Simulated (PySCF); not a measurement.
A structure optimised at PBE-D3(BJ)/def2-SVP, used in a PySCF frequency run:

```
O
C 1 1.4153
H 2 1.1134 1 113.62
H 2 1.1140 3 107.81 1 122.24
H 2 1.1140 3 107.81 4 115.52
Ga 1 1.7931 2 123.29 3 0.00
O 6 1.8058 1 112.58 2 0.00
H 7 0.9744 6 112.14 1 180.00
H 6 1.5590 1 119.53 2 180.00
```

Q: Write its SMILES, formula and point group.

A: C[O][GaH][OH], CH5GaO2, Cs

Q: What are its rotational constants (standard atomic weights)?

A: 8.9060, 3.5095, 2.5588 GHz
